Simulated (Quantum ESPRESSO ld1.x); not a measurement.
Results of a calculation; reference values are marked as such.
Question: Species: Os8+. Configuration: [Xe] 4f14. Code: ld1.x of Quantum ESPRESSO 7.5. Model: scalar-relativistic Kohn-Sham, relativistic LDA (MacDonald-Vosko exchange, VWN5 correlation), spin-unpolarised, spherical densities, point nucleus. Some entries of the table are withheld. Estimate them.

orbital  occ.  eigenvalue (hartree)  <1/r> (bohr^-1)  <r> (bohr)
1s          2              -2700.76            90.07     0.01781
2s          2              -474.556            21.10     0.07517
2p          6              -414.455              (1)     0.06746
3s          2              -113.830            7.822         (2)
3p          6              -96.1437            7.194      0.1950
3d         10              -76.3150              (3)      0.1764
4s          2              -27.4206              (4)      0.4330
4p          6              -21.6038            3.029      0.4603
4d         10                   (5)            2.707      0.4890
5s          2              -7.55750            1.377      0.9780
4f         14              -6.26289            2.260         (6)
5p          6              -5.97097            1.202       1.099

Answer: 
(1) 2p <1/r> (bohr^-1): 19.00
(2) 3s <r> (bohr): 0.1945
(3) 3d <1/r> (bohr^-1): 6.795
(4) 4s <1/r> (bohr^-1): 3.340
(5) 4d eigenvalue (hartree): -14.3603
(6) 4f <r> (bohr): 0.5480
